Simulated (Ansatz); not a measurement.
`[F][Mo]([F])([F])(=[S])[Cl]` + HCl → `[F][Mo]([F])(=[S])([Cl])[Cl]` + H–F at 400 K and 1 bar (ligand exchange at a Mo–F bond).

Program: Ansatz. Geometries: PBE0-D4/def2-TZVP. ΔE: electronic, gas phase. CCSD(T)/CBS adds triple-zeta CCSD(T) − MP2 to the extrapolated MP2 energy (def2 sets, frozen cores). This one scheme is used for every species. Elements past krypton have def2 core potentials. For Mo outer-core shells are correlated without core-valence functions, which leaves a few kJ/mol of doubt a bond.

| species | CCSD(T)/CBS energy (Eh) | H − E (kJ/mol) | S (J/(mol·K)) |
| --- | --- | --- | --- |
| `[F][Mo]([F])([F])(=[S])[Cl]` | -1225.24239 | 61.0 | 401.2 |
| HCl | -460.38127 | 29.6 | 195.4 |
| `[F][Mo]([F])(=[S])([Cl])[Cl]` | -1585.22878 | 59.6 | 414.0 |
| H–F | -100.39570 | 36.5 | 182.2 |

H − E and S are ideal-gas, rigid-rotor, harmonic terms from PBE0-D4/def2-TZVP. 1 Eh = 2625.50 kJ/mol, R = 8.31446 J/(mol·K).

**Question.** By hand: ΔE, ΔH, ΔS and ΔG.

**Answer.** ΔE = (-1585.22878) + (-100.39570) − (-1225.24239) − (-460.38127) = -0.00082 Eh = -2.2 kJ/mol. Δ(H − E) = 59.6 + 36.5 − 61.0 − 29.6 = 5.5, so ΔH = 3.3 kJ/mol. ΔS = 414.0 + 182.2 − 401.2 − 195.4 = -0.4 J/(mol·K). ΔG = 3.3 − 400 × (-0.4)/1000 = 3.5 kJ/mol.

**Question.** By hand: the equilibrium constant, and the temperature at which ΔG would vanish if ΔH and ΔS stayed fixed.

**Answer.** log₁₀ K = −ΔG/(RT ln 10) = -0.5. ΔH and −TΔS have one sign here, so there is no such temperature.

The number of gas molecules stays the same, so ΔS is small and ΔH decides. The sign of ΔG lies within the doubt. A doubt of 5 kJ/mol in ΔE shifts log₁₀ K by 0.7 here. These are equilibria of isolated gas molecules and say nothing of rates. Largest T1 diagnostic: 0.024 (customary marks: 0.02 for closed shells, 0.045 for open ones).

ΔS is within the doubt of such terms, so its sign, and with it that verdict, could turn.
